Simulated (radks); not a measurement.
Ir5+, configuration [Xe] 4f14 5d4 (the NIST ground configuration). Method: Dirac Kohn-Sham, PBE, spin-unpolarised, spherical densities, finite nucleus; open shells fill j = l - 1/2 first; Fermi nuclear charge, rms radius 5.4032 fm; computed with a radial shooting solver on a logarithmic mesh with Libxc functionals.

Normalised radial functions P(r) = r R(r) (large component), r in bohr:

```
   r/bohr * 4d5/2, o 5s1/2 (the largest magnitude, 1.53, reaches the edge; | marks zero, & curves that meet)
 0.001523                             * o
 0.002327                             * o
 0.003556                             *  o
 0.005434                             *   o
 0.008237                             *   o
  0.01259                             *  o
  0.01923                             |&
  0.02939                          o  | *
  0.04491                       o     |     *
  0.06862                          o  |           *
   0.1049                             |    o          *
   0.1602                             |      o   *
   0.2448                    *   o    |
   0.3741  *               o          |
   0.5672     *                       |      o
   0.8667                    *        |                     o
    1.324                            *|            o
    2.024                             *  o
    3.092                             &
    4.725                             &
```

4d5/2: eigenvalue -347.49 eV, 1 radial node at r = 0.210 bohr, <r> = 0.483 bohr, 90 % of the charge inside 0.722 bohr. 5s1/2: eigenvalue -160.08 eV, 4 radial nodes at r = 0.0206, 0.0826, 0.214, 0.499 bohr, <r> = 0.969 bohr, 90 % of the charge inside 1.38 bohr.
